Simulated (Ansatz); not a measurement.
`C[N](C)[In]([CH3])[Br]`. Charge 0, multiplicity 1. In takes the def2 core potential. The structure was optimised at the PBE0-D4/def2-TZVP level. It is one conformer, not always the lowest.

```xyz
15

C     1.080    0.556   -1.275
N     0.364   -0.477   -0.575
C     0.572   -1.787   -1.133
In   -0.798   -0.101    1.013
C    -1.226    1.749    1.975
Br   -1.810   -2.216    1.853
H     2.166    0.380   -1.263
H     0.777    0.618   -2.332
H     0.903    1.538   -0.826
H     0.014   -2.541   -0.576
H     1.635   -2.070   -1.113
H     0.245   -1.833   -2.183
H    -2.277    1.994    1.821
H    -1.042    1.643    3.044
H    -0.603    2.546    1.571
```

Task: What is the dipole moment at B3LYP/def2-TZVPP? (Estimate.)

Result: Computed: 3.29 D, with components (1.14, 2.97, -0.83) D in this frame, pointing from negative to positive charge.

Task: And with PBE, r2SCAN, ωB97M-V? (An estimate is asked.)

Result: Ansatz gave: PBE 3.23 D, r2SCAN 3.34 D, ωB97M-V 3.26 D.

Task: Give the Mulliken charges with B3LYP, PBE, ωB97M-V in def2-TZVPP. (An estimate is asked.)

Result: The calculation gave: 
| atom | B3LYP | PBE | ωB97M-V |
| --- | --- | --- | --- |
| C1 | -0.15 | -0.16 | -0.21 |
| N2 | -0.32 | -0.25 | -0.35 |
| C3 | -0.15 | -0.16 | -0.20 |
| In4 | 0.72 | 0.63 | 0.67 |
| C5 | -0.53 | -0.51 | -0.55 |
| Br6 | -0.41 | -0.39 | -0.37 |
| H7 | 0.08 | 0.08 | 0.11 |
| H8 | 0.08 | 0.08 | 0.11 |
| H9 | 0.07 | 0.07 | 0.08 |
| H10 | 0.10 | 0.09 | 0.11 |
| H11 | 0.08 | 0.08 | 0.10 |
| H12 | 0.08 | 0.08 | 0.10 |
| H13 | 0.12 | 0.12 | 0.14 |
| H14 | 0.12 | 0.13 | 0.14 |
| H15 | 0.12 | 0.12 | 0.14 |

B3LYP here is the variant with VWN-RPA as its local correlation; programs differ in this.
